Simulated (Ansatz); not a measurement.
Ansatz (an electronic-structure program) input (B3LYP-D3(BJ)/def2-TZVP):

Ansatz 0.2 input:
```yaml
crystal:
  periodic: [false, false, false]
  atoms:
    - {symbol: Zn, position_ang: [-0.00093466, 0.01832399, 0.00229804]}
    - {symbol: O, position_ang: [1.35673545, 0.09577826, -1.15640362]}
    - {symbol: H, position_ang: [1.76160617, 0.93755163, -1.43510186]}
    - {symbol: O, position_ang: [-1.34486906, -0.32841800, 1.12722789]}
    - {symbol: H, position_ang: [-1.82849740, 0.37384644, 1.59956645]}
basis:
  gaussian:
    orbitals: def2-TZVP
hamiltonian:
  xc: b3lyp
  dispersion: d3bj
total_charge: 1
magnetization: {spin_polarized: true, initial_magnetization: 1}
phonons: {temperatures: {t_min: 298.15, t_max: 298.15, t_step: 100}}
```

Output:

```
Functional definition: B3LYP
integrals: 0.04 GiB planned
915 factors; their error is unknown
mean field: 0.56 GiB planned
mean field evaluation 1: about -52496.2799 eV, gradient 1.2e2 eV
mean field evaluation 2: about -52282.4430 eV, gradient 2.6e2 eV
mean field evaluation 4: about -52538.8257 eV, gradient 2.0e1 eV
mean field evaluation 8: about -52540.1592 eV, gradient 5.1e-1 eV
mean field evaluation 16: about -52540.2290 eV, gradient 6.2e-5 eV
mean field evaluation 32: about -52538.9606 eV, gradient 8.7e-1 eV
mean field -52540.22896413 eV, -1930.8178013854 hartree, gradient 1.9e-5 eV, S^2 0.764367; 4 other end points of the search recorded, 0 dependent functions left out
the calculation of the forces begins
reference -52540.22917550 eV, -1930.8178091533 hartree; 24, 23 occupied and 98, 99 virtual orbitals, 915 factors
these checks for a lower state are left out or cut short: stability, starts, cluster_reference, orbital_swaps, neighbouring_geometries, increment
integrals: 0.04 GiB planned
915 factors; their error is unknown
mean field: 0.56 GiB planned
mean field -52540.22892832 eV, -1930.8178000696 hartree, gradient 2.9e-6 eV, S^2 0.764366; 0 other end points of the search recorded, 0 dependent functions left out
the calculation of the forces begins
reference -52540.22913970 eV, -1930.8178078375 hartree; 24, 23 occupied and 98, 99 virtual orbitals, 915 factors
these checks for a lower state are left out or cut short: stability, starts, cluster_reference, orbital_swaps, neighbouring_geometries, increment
integrals: 0.04 GiB planned
915 factors; their error is unknown
mean field: 0.56 GiB planned
mean field -52540.22892385 eV, -1930.8177999054 hartree, gradient 2.9e-6 eV, S^2 0.764368; 0 other end points of the search recorded, 0 dependent functions left out
the calculation of the forces begins
reference -52540.22913523 eV, -1930.8178076732 hartree; 24, 23 occupied and 98, 99 virtual orbitals, 915 factors
these checks for a lower state are left out or cut short: stability, starts, cluster_reference, orbital_swaps, neighbouring_geometries, increment
integrals: 0.04 GiB planned
915 factors; their error is unknown
mean field: 0.56 GiB planned
mean field evaluation 64: about -52540.2289 eV, gradient 1.3e-6 eV
mean field -52540.22888528 eV, -1930.8177984877 hartree, gradient 1.3e-6 eV, S^2 0.764375; 0 other end points of the search recorded, 0 dependent functions left out
the calculation of the forces begins
reference -52540.22909669 eV, -1930.8178062569 hartree; 24, 23 occupied and 98, 99 virtual orbitals, 915 factors
these checks for a lower state are left out or cut short: stability, starts, cluster_reference, orbital_swaps, neighbouring_geometries, increment
integrals: 0.04 GiB planned
915 factors; their error is unknown
mean field: 0.56 GiB planned
mean field -52540.22885334 eV, -1930.8177973139 hartree, gradient 2.2e-6 eV, S^2 0.764359; 0 other end points of the search recorded, 0 dependent functions left out
the calculation of the forces begins
reference -52540.22906467 eV, -1930.8178050804 hartree; 24, 23 occupied and 98, 99 virtual orbitals, 915 factors
these checks for a lower state are left out or cut short: stability, starts, cluster_reference, orbital_swaps, neighbouring_geometries, increment
integrals: 0.04 GiB planned
915 factors; their error is unknown
mean field: 0.56 GiB planned
mean field -52540.22890626 eV, -1930.8177992588 hartree, gradient 2.4e-6 eV, S^2 0.764362; 0 other end points of the search recorded, 0 dependent functions left out
the calculation of the forces begins
reference -52540.22911763 eV, -1930.8178070263 hartree; 24, 23 occupied and 98, 99 virtual orbitals, 915 factors
these checks for a lower state are left out or cut short: stability, starts, cluster_reference, orbital_swaps, neighbouring_geometries, increment
integrals: 0.04 GiB planned
915 factors; their error is unknown
mean field: 0.56 GiB planned
mean field -52540.22890335 eV, -1930.8177991517 hartree, gradient 1.9e-6 eV, S^2 0.764372; 0 other end points of the search recorded, 0 dependent functions left out
the calculation of the forces begins
reference -52540.22911473 eV, -1930.8178069199 hartree; 24, 23 occupied and 98, 99 virtual orbitals, 915 factors
these checks for a lower state are left out or cut short: stability, starts, cluster_reference, orbital_swaps, neighbouring_geometries, increment
integrals: 0.04 GiB planned
915 factors; their error is unknown
mean field: 0.56 GiB planned
mean field -52540.22893074 eV, -1930.8178001586 hartree, gradient 2.5e-6 eV, S^2 0.764372; 0 other end points of the search recorded, 0 dependent functions left out
the calculation of the forces begins
reference -52540.22914212 eV, -1930.8178079266 hartree; 24, 23 occupied and 98, 99 virtual orbitals, 915 factors
these checks for a lower state are left out or cut short: stability, starts, cluster_reference, orbital_swaps, neighbouring_geometries, increment
integrals: 0.04 GiB planned
915 factors; their error is unknown
mean field: 0.56 GiB planned
mean field evaluation 96: about -52540.2289 eV, gradient 8.9e-7 eV
mean field -52540.22891160 eV, -1930.8177994549 hartree, gradient 8.9e-7 eV, S^2 0.764362; 0 other end points of the search recorded, 0 dependent functions left out
the calculation of the forces begins
reference -52540.22912297 eV, -1930.8178072226 hartree; 24, 23 occupied and 98, 99 virtual orbitals, 915 factors
these checks for a lower state are left out or cut short: stability, starts, cluster_reference, orbital_swaps, neighbouring_geometries, increment
integrals: 0.04 GiB planned
915 factors; their error is unknown
mean field: 0.56 GiB planned
mean field -52540.22891021 eV, -1930.8177994038 hartree, gradient 1.4e-6 eV, S^2 0.764373; 0 other end points of the search recorded, 0 dependent functions left out
the calculation of the forces begins
reference -52540.22912159 eV, -1930.8178071721 hartree; 24, 23 occupied and 98, 99 virtual orbitals, 915 factors
these checks for a lower state are left out or cut short: stability, starts, cluster_reference, orbital_swaps, neighbouring_geometries, increment
integrals: 0.04 GiB planned
915 factors; their error is unknown
mean field: 0.56 GiB planned
mean field -52540.22890605 eV, -1930.8177992510 hartree, gradient 1.3e-6 eV, S^2 0.764361; 0 other end points of the search recorded, 0 dependent functions left out
the calculation of the forces begins
reference -52540.22911741 eV, -1930.8178070184 hartree; 24, 23 occupied and 98, 99 virtual orbitals, 915 factors
Total energy: -52540.32417157 eV, -1930.8213001945 hartree
Atom 0 at    -0.000935     0.018324     0.002298 Å, force     0.000003    -0.000060    -0.000008 eV/Å
Atom 1 at     1.356735     0.095778    -1.156404 Å, force     0.000011     0.000037    -0.000007 eV/Å
Atom 2 at     1.761606     0.937552    -1.435102 Å, force    -0.000001    -0.000005     0.000001 eV/Å
Atom 3 at    -1.344869    -0.328418     1.127228 Å, force    -0.000015     0.000033     0.000015 eV/Å
Atom 4 at    -1.828497     0.373846     1.599566 Å, force     0.000002    -0.000005    -0.000002 eV/Å
Dipole moment:    -0.030614     0.600179     0.075269 e Å
Vibrations: 140.49 142.80 445.50 546.94 621.11 682.71 726.72 3685.24 3705.08 cm⁻¹, zero-point energy 0.663105 eV
```

The spin state was set by rule; other spins were not relaxed.
